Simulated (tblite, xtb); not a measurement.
C5H8O2, triplet, at a GFN2-xTB geometry (a higher spin typed on purpose: for a closed-shell molecule this is an excited state). Base run: GFN1-xTB (xtb).

Here is a job for xtb.
```
$ xtb mol.xyz --gfn 1 --uhf 2 --json

# file mol.xyz
15

C      2.61946234    -0.12080198     0.07519818
C      1.13145560    -0.37294384     0.28609939
O      0.75114903    -1.55352029     0.56135304
C      0.27351069     0.69117501    -0.04612125
C     -1.10274345     0.51481242    -0.28008457
C     -1.74111940    -0.81938388    -0.31466493
O     -1.95746116     1.58837860    -0.19956882
H      2.86650066    -0.15256796    -0.98633710
H      2.88575787     0.85534601     0.47350326
H      3.17943379    -0.89836698     0.58696588
H      0.71731664     1.66480346    -0.20227577
H     -2.71743804    -0.79755664     0.16405613
H     -1.85253099    -1.19554056    -1.33463996
H     -1.05858068    -1.51807561     0.20010768
H     -1.45335701     2.40594538    -0.11821467
```

Programs used: tblite, xtb; a row that names a program was run with it.

The base run was repeated with changes; each row names its change, and settings that it needs were set with it.

```tsv
change	ΔE vs base (kcal/mol)	dipole (D)	SCF cycles
base	0.000	4.67	14
program = tblite; method = gfn1; option = --grad	0.000	-	-
etemp = 3000	-4.09	4.67	13
gbsa = acetonitrile	-10.50	5.68	13
program = tblite; method = gfn1	0.000	-	-
etemp = 1000	-0.251	4.67	14
etemp = 10000	-39.35	4.35	11
```

ALPB and GBSA are two models with their own fitted parameters for each solvent, which aren't always the measured dielectric constant.
